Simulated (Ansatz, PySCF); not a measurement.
Complex: HBr (SMILES Br) (first 2 atoms) with H2Se (SMILES [SeH2]); geometry from B3LYP-D3(BJ)/def2-TZVP, rigid monomers moved along the line of their centres of mass till H2···Se3 is 4.53 Å.
(charge 0, multiplicity 1):
```xyz
5

Br    -0.3306     0.1312    -0.5702
H     -0.3518     0.1466     0.8749
Se    -0.1713     0.0984     5.4019
H      0.3837    -1.2624     5.3447
H      1.1744     0.6877     5.3319
```

Interaction energies are E(AB) − E(A) − E(B) at the monomers' geometry in the complex; basis-set methods are counterpoise corrected. Rows marked so take none.

Rows in 3-21G, 6-31G* carry no dispersion term and start afresh at each structure (6-31G* with six Cartesian d functions); the Pople sets are all-electron and without relativity.

The values were computed with Ansatz (a first-principles code) with Gaussian orbitals; PySCF for 3-21G rows, 6-31G* rows. 

### Question
What interaction energy does wB97M-V/def2-TZVPPD give?

### Answer
-25 meV

### Question
Predict the interaction energy from HF/6-31G*.

### Answer
-22 meV

### Question
Give the interaction energy at the level B3LYP/3-21G (no counterpoise).

### Answer
-17 meV
